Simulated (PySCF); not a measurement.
Structure problem from calculated spectra and properties.

Elements present: C, H, N, O and Si. Monoisotopic mass: 151.0453 u.

* 13C NMR: chemical shifts (computed TMS as zero) by class: 144.2 (2 C), 143.5 (1 C), 135.0 (1 C), 113.0 (2 C), 110.1 (1 C) ppm [GIAO KT2/pcSseg-1]
* UV, first state: lowest singlet excitation: 4.39 eV (283 nm, f = 0.002) [TDDFT B3LYP/def2-SVPD]
* Dipole: 3.85 D [B3LYP/def2-SVPD]
* NMR, other nuclei: isotropic shieldings of nuclei other than C and H, by class: -64 (1 N), 221 (1 O), 384 (1 Si) ppm [GIAO KT2/pcSseg-1]
* Rotational structure: rotational constants A, B, C: 4.589, 0.411, 0.379 GHz [PBE0-D3(BJ)/def2-SVP]
* Polarisability: 130.3 au [B3LYP/def2-SVPD]

The electronic properties come from PySCF, for the isolated species, density fitting. Levels stand in brackets. The structure is a single PBE0-D3(BJ)/def2-SVP conformer in the gas phase; no vibrational or solvent corrections. Each NMR value is the plain mean over a class of atoms that symmetry, rotation or inversion makes alike.

Problem. Which formula fits the mass and the elements?

Solution. C7H9NOSi (calculated 151.0453). No other formula that holds each of these elements comes within 0.0003 u with a fitting electron parity and a possible valence count.

Problem. What is the compound? Reason from the data.

Solution. Numbering: `[SiH3:1][O:2]/[CH:3]=[CH:4]/[c:5]1[cH:6][cH:7][n:8][cH:9][cH:10]1`. Its formula, C7H9NOSi, gives 5 degrees of unsaturation: 1 ring and 4 π bonds in the structure found (Kekulé form). 7 carbons fall into 5 classes; from least to most shielded: aromatic CH next to a ring nitrogen [C7/C9] (144.2 ppm, 2 C), vinylic carbon bearing oxygen [C3] (143.5 ppm), substituted aromatic carbon [C5] (135.0 ppm), aromatic CH carbon [C6/C10] (113.0 ppm, 2 C, up to 8.7 ppm apart in this geometry), alkene CH carbon [C4] (110.1 ppm). The other shieldings belong to: -64 ppm, pyridine-type nitrogen [N8]; 221 ppm, silyl ether oxygen [O2]; 384 ppm, oxygen-bound silicon [Si1]. S1 is mainly HOMO−1→LUMO (weight 0.98); the largest Löwdin shares of the orbital it empties are 0.61 on the pyridine-type nitrogen, 0.11 on each of 2 atoms of one kind (aromatic CH next to a ring nitrogen) and 0.05 on an aromatic CH carbon, of the orbital it fills 0.18 on the vinylic carbon bearing oxygen, 0.15 on the substituted aromatic carbon, 0.13 on the pyridine-type nitrogen and 0.10 on the alkene CH carbon. The optimised geometry has point group C1 and is an asymmetric top. Structure: `[SiH3]O/C=C/c1ccncc1`. Computed isomers that give other values at the same levels: `C=C(O[SiH3])c1ccccn1` (rotational constant A: 3.151 GHz; this holds for the one conformer computed); `C=Nc1ccc(O[SiH3])cc1` (rotational constant A: 4.382 GHz; this holds for the one conformer computed). The assignments are read from this structure; whether some other isomer fits the data as well wasn't checked.

Shape of the structure used: `[SiH3:1][O:2]/[CH:3]=[CH:4]/[c:5]1[cH:6][cH:7][n:8][cH:9][cH:10]1`: Si1–O2–C3–C4 -171°, C3–C4–C5–C6 1°.
